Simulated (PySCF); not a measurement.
Correlation energy of Ca⁺ (calcium, charge +1)

[Ar] 4s1, 2S determinant. All numbers are calculated (PySCF 2.14, the spin-free X2C one-electron Hamiltonian (Gaussian nucleus), in aug-cc-pwCVQZ-X2C (11s10p8d6f3g, 150 functions)). Frozen: [Ne]; 9 electrons correlated.

MP2 pair energies summed by pair of shells (mhartree):

```
 pair   energy  share (%)
3p-3p  -180.67       69.4
3s-3p   -50.11       19.3
3p-4s   -18.44        7.1
3s-3s    -9.71        3.7
3s-4s    -1.30        0.5
```

Total MP2 correlation energy: -260.23 mhartree.

Same-spin part -67.21 and opposite-spin part -193.01 mhartree; SCS-MP2 scales them by 1/3 and 6/5 to -254.02 mhartree.
